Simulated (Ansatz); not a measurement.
The cluster Ga₃H₂, relaxed as a doublet with UKS r2SCAN-D4/def2-SVP in Ansatz, starting from the GFN1-xTB geometry. Force threshold 0.02 eV/Å.

The structure comes from a short search, and lower isomers may exist.

Start:

```
atom   x (Å)   y (Å)   z (Å)
 Ga1   1.196  -0.949  -0.875
 Ga2  -0.795   0.658   0.386
 Ga3   0.303  -1.395   1.504
  H4  -1.958   1.671   1.401
  H5   1.254   0.015  -2.416
```

Question: Estimate the energy that the relaxation releases and the steps that it takes.

Answer: 0.97 eV, in 6 steps; 30 s on 4 threads of Arm Neoverse V2 on a shared host. No frequencies were taken in this run, so the end may be a saddle point.

Question: Does the start keep its bonding?

Answer: By distances, no bond broke or formed. The bond that changes most is Ga2–H4, from 1.85 to 1.59 Å (atoms count from 1). The end is the same structure that another start reached, the lowest one found.

Question: Predict the relaxed structure.

Answer: 
```
atom    x (Å)    y (Å)    z (Å)
 Ga1   0.8856  -0.5509  -0.8809
 Ga2  -0.8684   0.4959   0.9291
 Ga3   0.4574  -1.5023   1.3117
  H4  -1.8510   1.7438   0.9900
  H5   1.3764  -0.1866  -2.3498
```
Bond lengths (bridged metal pairs left out): 3 × Ga–Ga 2.43 to 2.73 Å; 2 × Ga–H 1.59 Å.
